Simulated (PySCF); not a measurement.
# Dipole response of Sc⁺ (scandium, charge +1)

[Ar] 3d1 4s1, high-spin 3D determinant. Calculation: PySCF 2.14, in aug-cc-pwCVTZ (10s9p7d4f3g, 127 functions); the non-relativistic Hamiltonian (point nucleus). Coupled (time-dependent) response in atomic units; α is the mean over directions.

```csv
method,mean α (bohr³),"α xx, yy, zz",C₆ (like pair),S(−4)
PW91,59.72,"58.87, 58.87, 61.42",404.7,3148
```

S(−4) is the Cauchy moment in α(ω) = α(0) + S(−4) ω² + …

α(iu) at PW91:

```tsv
u (hartree)	α(iu) (bohr³)
0	59.72
0.0500	52.83
0.100	39.68
0.200	21.16
0.300	12.99
0.500	6.945
0.750	4.348
1.00	3.138
1.50	1.931
2.00	1.319
3.00	0.7267
5.00	0.3200
```

A single London oscillator, α(iu) = α/(1 + u²/ω²), gives C₆ = (3/4) ω α². Matching the computed C₆ needs ω = 4 × 404.7 / (3 × 59.72²) = 0.151 hartree.

For an ion, C₆ is the dispersion term alone; charge-induced terms of lower order in 1/R come first.

The components differ because the open shell of this determinant is not spherical; for a pure term their mean is the scalar polarisability.
